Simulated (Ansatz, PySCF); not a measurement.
Complex: H4SeSi (SMILES [SiH3][SeH]) (first 6 atoms) with HF (SMILES F); geometry from B3LYP-D3(BJ)/def2-TZVP, rigid monomers moved along the line of their centres of mass till Se2···H8 is 2.12 Å.
(charge 0, multiplicity 1):
```xyz
8

Si     0.61403    -1.35464     0.86011
Se    -0.47344     0.68384     0.98736
H      0.05015    -2.15992    -0.24271
H      2.01750    -0.99594     0.57953
H      0.48859    -2.07773     2.13964
H     -1.75220     0.08040     1.39748
F      0.77966     0.67439     3.76918
H      0.32867     0.78392     2.95194
```

Monomers are frozen at their geometry in the pair; levels with a basis set take the counterpoise correction.

Frozen-core correlation. Filled d and f shells under p-block atoms count as core. CBS(a, b) extrapolates the correlation energy as X⁻³ and adds the Hartree–Fock energy of set b.

Run with Ansatz (Gaussian orbitals); PySCF for the dispersion terms. Each number belongs to the level named beside it.

The comparison value is -14.3 kJ/mol (CCSD(T)/CBS(def2-SVPD, def2-TZVPPD)). It is a level with limits of its own, not the exact answer.

Q: Order these levels by how close they come to the comparison value for the interaction energy, closest first: B3LYP/def2-TZVPPD, B3LYP-D3(BJ)/def2-TZVPPD, r2SCAN-D3(BJ)/def2-TZVPPD, PBE0/def2-TZVPPD, wB97M-V/def2-TZVPPD. Give each level's value less the comparison value.

A: B3LYP/def2-TZVPPD (-0.2 kJ/mol), wB97M-V/def2-TZVPPD (-3.8 kJ/mol), PBE0/def2-TZVPPD (-5.3 kJ/mol), B3LYP-D3(BJ)/def2-TZVPPD (-7.1 kJ/mol), r2SCAN-D3(BJ)/def2-TZVPPD (-8.8 kJ/mol)

Ansatz is a program for electronic structure.
